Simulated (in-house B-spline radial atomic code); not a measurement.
## Functionals against ionisation energies along an isoelectronic series: Mg⁺ to Cl⁶⁺

Ionisation energies as differences of self-consistent total energies from a B-spline radial code for spherical atoms: all electrons, radial basis limit, scalar-relativistic (one-electron X2C), spin-polarised at highest spin, spherical densities; exact exchange is averaged over the determinants of each configuration. No spin-orbit coupling, Breit or QED terms. NIST's values run from ground level to ground level, so in open shells the differences also hold multiplet and fine-structure energies that spherical high-spin averages miss. Columns give computed minus NIST, in eV; a star marks a semi-empirical value. Species are left out where the tabulated value is theory, is uncertain by more than 0.12 eV, or (13 ions, such as In⁴⁺, Te⁴⁺ and Bi⁴⁺) lies off its series for all methods alike, which flatters the means a little.

| species | shell | NIST (eV) | BP86 | LC-wPBE | B97-1 | OLYP |
| --- | --- | --- | --- | --- | --- | --- |
| Mg⁺ | 3s | 15.04 | +0.24 | +0.15 | -0.02 | +0.23 |
| Al²⁺ | 3s | 28.45 | +0.27 | +0.26 | 0.00 | +0.34 |
| Si³⁺ | 3s | 45.14 | +0.30 | +0.39 | +0.03 | +0.46 |
| P⁴⁺ | 3s | 65.03 | +0.34 | +0.53 | +0.07 | +0.57 |
| S⁵⁺ | 3s | 88.05 | ? | ? | ? | ? |
| Cl⁶⁺ | 3s | 114.20 | +0.43 | +0.80 | +0.16 | +0.79 |

(1) What are the differences for S⁵⁺ ([Ne] 3s1)?

(2) How do the methods rank, and which species is hardest?

Answers

(1) BP86 +0.38; LC-wPBE +0.66; B97-1 +0.12; OLYP +0.68 eV.

(2) Mean absolute (signed) differences: B97-1 0.07 (+0.06) eV; BP86 0.33 (+0.33) eV; LC-wPBE 0.46 (+0.46) eV; OLYP 0.51 (+0.51) eV. For Cl⁶⁺, which loses a 3s electron, the nearest method is off by +0.16 eV, the largest such miss.
